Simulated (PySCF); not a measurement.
Al(H)2(NEtMe) (C₃H₁₀AlN), SMILES CC[N](C)[AlH2].

Coordinates come from a B3LYP-D3(BJ)/def2-SVP optimisation. One conformer was computed; it need not be the lowest.

Computed with PySCF with TDDFT-PBE/def2-SVPD.

Vertical excitations. Gas-phase values at a fixed geometry.

Computed excitation energies, oscillator strengths and character:
```
state  energy (eV)  λ (nm)      f                          main pairs
-----  -----------  ------  -----  ----------------------------------
S1            4.36     284  0.140                      HOMO→LUMO 98 %
S2            5.14     241  0.012                    HOMO→LUMO+1 99 %
S3            5.62     221  0.000                   HOMO−1→LUMO 100 %
S4            5.64     220  0.030  HOMO→LUMO+2 83 %, HOMO→LUMO+3 15 %
S5            5.75     216  0.001  HOMO→LUMO+3 85 %, HOMO→LUMO+2 15 %
S6            6.01     206  0.019                    HOMO→LUMO+4 99 %
S7            6.10     203  0.007                    HOMO−2→LUMO 98 %
S8            6.13     202  0.026                    HOMO→LUMO+5 99 %
S9            6.40     194  0.035                    HOMO→LUMO+6 99 %
S10           6.84     181  0.007                    HOMO−3→LUMO 94 %
T1            3.38     367      0                      HOMO→LUMO 99 %
T2            4.94     251      0                    HOMO→LUMO+1 92 %
T3            5.17     240      0                    HOMO−1→LUMO 99 %
T4            5.37     231      0                    HOMO→LUMO+2 90 %
```
Triplets are in the Tamm–Dancoff approximation, which puts them higher than full response would, so one can lie above its singlet here.
